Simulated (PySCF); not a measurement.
**Electric field gradients and quadrupole coupling constants**

Species: C8H13OP.
Atom-mapped SMILES: `[CH3:1][CH2:2][c:3]1[cH:4][o:5][c:6]([CH:7]([CH3:8])[CH3:9])[p:10]1` (hydrogens: H11, H12, H13 on C1; H14, H15 on C2; H16 on C4; H17 on C7; H18, H19, H20 on C8; H21, H22, H23 on C9)

Geometry (GFN2-xTB, Å), atoms numbered from 1 in this order:
```
atom  x, y, z in Å
C1    -3.642    0.548    0.740
C2    -2.907   -0.789    0.771
C3    -1.522   -0.651    0.226
C4    -1.065   -1.230   -0.911
O5     0.206   -0.962   -1.236
C6     0.777   -0.141   -0.341
C7     2.216    0.206   -0.574
C8     3.106   -0.647    0.336
C9     2.458    1.691   -0.320
P10   -0.235    0.339    0.961
H11   -3.089    1.287    1.318
H12   -4.639    0.447    1.163
H13   -3.731    0.908   -0.283
H14   -3.453   -1.530    0.182
H15   -2.857   -1.144    1.804
H16   -1.592   -1.881   -1.587
H17    2.448   -0.031   -1.619
H18    2.936   -1.706    0.155
H19    2.878   -0.431    1.379
H20    4.155   -0.427    0.153
H21    1.842    2.297   -0.981
H22    3.503    1.940   -0.490
H23    2.201    1.935    0.709
```

Field gradients from the PBE0/pcSseg-1 density (PySCF, non-relativistic), principal values in atomic units, ordered |Vxx| ≤ |Vyy| ≤ |Vzz|:

```csv
atom,Vxx,Vyy,Vzz
O5,-0.6598,-0.7587,1.4185
```

Task: Find the asymmetry η = (Vxx − Vyy)/Vzz and the couplings χ = eQV/h (234.96 MHz × Q in barn × V in au), with Q(17O) = −0.0256 b.

Result: 
```csv
atom,environment,nucleus,η,χzz (MHz),χxx (MHz),χyy (MHz)
O5,furan-type oxygen,17O,0.07,-8.53,3.97,4.56
```

Task: What is Vzz at O5 in SI units (1 au = 9.71736 × 10²¹ V/m²)?

Result: 1.4185 au = 13.784 × 10²¹ V/m².

Task: What couplings would deuterons (Q(2H) = 0.00286 b) have in place of the hydrogens, at this geometry?

Result: 
| atom | bonded to | bond length (Å) | Vzz (au) | η | χzz (kHz) |
| --- | --- | --- | --- | --- | --- |
| H11 | C1 | 1.089 | 0.3106 | 0.03 | 209 |
| H12 | C1 | 1.087 | 0.3164 | 0.02 | 213 |
| H13 | C1 | 1.088 | 0.3138 | 0.02 | 211 |
| H14 | C2 | 1.093 | 0.3024 | 0.03 | 203 |
| H15 | C2 | 1.093 | 0.3007 | 0.01 | 202 |
| H16 | C4 | 1.076 | 0.3333 | 0.12 | 224 |
| H17 | C7 | 1.096 | 0.2919 | 0.02 | 196 |
| H18 | C8 | 1.088 | 0.3138 | 0.02 | 211 |
| H19 | C8 | 1.088 | 0.3107 | 0.03 | 209 |
| H20 | C8 | 1.087 | 0.3158 | 0.02 | 212 |
| H21 | C9 | 1.088 | 0.3140 | 0.02 | 211 |
| H22 | C9 | 1.087 | 0.3157 | 0.02 | 212 |
| H23 | C9 | 1.088 | 0.3102 | 0.03 | 208 |

Geometry: GFN2-xTB, one conformer, isolated molecule. GFN2-xTB bond lengths can be off by several hundredths of an ångström, more for odd bonds, and the gradients follow them. The basis is small and wasn't made for field gradients, so the couplings can be 20 % off.
